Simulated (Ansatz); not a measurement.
Species: C$_{10}$H$_{9}$ClSi, SMILES `[SiH3]c1cccc2cc(Cl)ccc12` (charge 0, multiplicity 1).

### Question
Give a relaxed geometry from PBE0-D4/def2-SVP (Ansatz, a quantum-chemistry and plane-wave program).

### Answer
the end point of this relaxation (outside a Z-matrix the atoms follow the SMILES, hydrogens last).
Bonds (Å): Si1–C2 1.880, Si1–H13 1.493, Si1–H14 1.496, Si1–H15 1.496, C2–C3 1.384, C2–C12 1.430, C3–C4 1.413, C3–H16 1.094, C4–C5 1.373, C4–H17 1.093, C5–C6 1.419, C5–H18 1.093, C6–C7 1.417, C6–C12 1.430, C7–C8 1.374, C7–H19 1.092, C8–Cl9 1.731, C8–C10 1.412, C10–C11 1.374, C10–H20 1.091, C11–C12 1.419, C11–H21 1.093. Angles (°): C2–Si1–H13 108.0, C2–Si1–H14 111.5, C2–Si1–H15 111.5, H13–Si1–H14 109.1, H13–Si1–H15 109.1, H14–Si1–H15 107.5, Si1–C2–C3 119.0, Si1–C2–C12 122.2, C3–C2–C12 118.8, C2–C3–C4 121.6, C2–C3–H16 119.8, C4–C3–H16 118.6, C3–C4–C5 120.2, C3–C4–H17 119.6, C5–C4–H17 120.2, C4–C5–C6 120.5, C4–C5–H18 120.6, C6–C5–H18 118.8, C5–C6–C7 121.1, C5–C6–C12 119.2, C7–C6–C12 119.7, C6–C7–C8 120.1, C6–C7–H19 119.8, C8–C7–H19 120.1, C7–C8–Cl9 120.2, C7–C8–C10 121.0, Cl9–C8–C10 118.8, C8–C10–C11 119.5, C8–C10–H20 119.4, C11–C10–H20 121.1, C10–C11–C12 121.7, C10–C11–H21 118.8, C12–C11–H21 119.5, C2–C12–C6 119.7, C2–C12–C11 122.4, C6–C12–C11 117.9.
